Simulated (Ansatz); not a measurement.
One change: `CO[SiH](N)[SiH3]` becomes `N[SiH]([SiH3])[SeH]`.

Ansatz, PBE0-D4/def2-TZVP geometries, multiplicity 1. Each molecule was computed in one conformer, which needn't be the lowest.

Scalar relativity is left out up to krypton.

| property | `CO[SiH](N)[SiH3]` |
| --- | --- |
| HOMO–LUMO gap (B3LYP/def2-TZVPP) / eV | 7.26 |
| HOMO–LUMO gap (PBE0/def2-TZVPP) / eV | 7.66 |
| size of the dipole moment (ωB97M-V/def2-TZVPP) / D | 2.04 |
| HOMO energy (B3LYP/def2-TZVPP) / eV | -7.37 |
| LUMO energy (ωB97M-V/def2-TZVPP) / eV | 1.74 |
| HOMO–LUMO gap (PBE/def2-TZVPP) / eV | 5.50 |

(1) What does the change do to each property? (Best estimate.)

## Answers

(1) The calculation gave: 
| property | `N[SiH]([SiH3])[SeH]` | shift |
| --- | --- | --- |
| HOMO–LUMO gap (B3LYP/def2-TZVPP) / eV | 6.08 | -1.18 |
| HOMO–LUMO gap (PBE0/def2-TZVPP) / eV | 6.49 | -1.17 |
| size of the dipole moment (ωB97M-V/def2-TZVPP) / D | 1.90 | -0.14 |
| HOMO energy (B3LYP/def2-TZVPP) / eV | -6.57 | 0.80 |
| LUMO energy (ωB97M-V/def2-TZVPP) / eV | 1.43 | -0.31 |
| HOMO–LUMO gap (PBE/def2-TZVPP) / eV | 4.56 | -0.94 |

With PBE0 the HOMO rises by 0.79 eV and the LUMO falls by 0.38 eV, so the gap narrows by about 1.17 eV. PBE moves the HOMO by 0.57 eV and ωB97M-V by 0.81 eV. Dipoles are sizes alone; their direction can turn.

B3LYP here is the variant with VWN-RPA as its local correlation; programs differ in this.

Spin–orbit coupling is left out; it splits and shifts lone-pair levels of the heavy atoms by tenths of an eV.
